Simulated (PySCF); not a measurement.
Sb(Br)2(OH) (Br2HOSb), SMILES [Sb]([OH])([Br])[Br].

Geometry optimised at PBE-D3(BJ)/def2-SVP. The structure was generated by enumeration; whether it is a known compound was not checked. The def2 effective core potentials stand for the cores of Sb; spin–orbit coupling is left out. The values are those of a single conformer.

Method: PBE-D3(BJ)/def2-SVP in PySCF.

Frequencies are harmonic and unscaled.

Computed normal modes with their intensities:
```tsv
mode	ν (cm⁻¹)	IR (km/mol)	moving atoms (share of kinetic energy)
1	76	0.6	Br 81 %, Sb 16 %
2	90	15.4	O 46 %, H 39 %, Br 12 %
3	145	8.3	O 58 %, Br 16 %, Sb 16 %, H 9 %
4	233	0.2	Br 50 %, Sb 28 %, H 15 %
5	243	18.0	Br 59 %, Sb 40 %
6	248	165.6	H 44 %, O 30 %, Sb 17 %, Br 9 %
7	593	79.8	O 87 %, Sb 12 %
8	829	62.9	H 93 %
9	3674	75.0	H 94 %
```
